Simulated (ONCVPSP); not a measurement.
Transferability test, ONCV potential for Ta (Z = 73)

* Element: Ta (Z = 73)
* Generator: ONCVPSP 4.0.1
* Type: optimised norm-conserving Vanderbilt (ONCV)
* Functional: PBEsol
* Relativity: scalar-relativistic
* Frozen core: [Kr] 4d10 4f14 5s2
* Valence charge: 11
* Reference configuration: 5p6 5d3 6s2
* Partial waves: 6s: rc 3.00 bohr, ncon 4, nbas 7, qcut 1.8 1/bohr, 2 projectors, debl 2.2 Ha; 5p: rc 2.00 bohr, ncon 5, nbas 10, qcut 8.1 1/bohr, 1 projector; 5d: rc 2.70 bohr, ncon 5, nbas 10, qcut 6.8 1/bohr, 2 projectors, debl 3.6 Ha
* Local potential: polynomial inside 1.65 bohr (lpopt 1, dvloc0 2 Ha)
* Core correction: none

Energies are relative to the spin-unpolarised reference configuration 5p6 5d3 6s2; without spin polarisation the order of configurations can differ from experiment.

```
valence configuration  charge  ΔE all-electron (eV)  error AE − PS (meV)
          5p6 5d3 6s1      +1                 8.505                 -6.0
          5p6 5d3 6s0      +2                23.483                  -22
          5p6 5d2 6s0      +3                47.094                  -29
```

(1) What are ΔE and the potential's error for 5p6 5d2 6s2?

Levels in the configuration 5p6 5d3 6s1:

| level | all-electron (eV) | pseudo (eV) |
| --- | --- | --- |
| 5p | -46.659 | -46.630 |
| 5d | -10.533 | -10.533 |
| 6s | -11.660 | -11.666 |

Note: no bound ghost flagged; GHOST(+) flagged for s at 37.3 eV.

Answers

(1) ΔE = 7.724 eV all-electron; the error (AE − PS) is +4.8 meV.
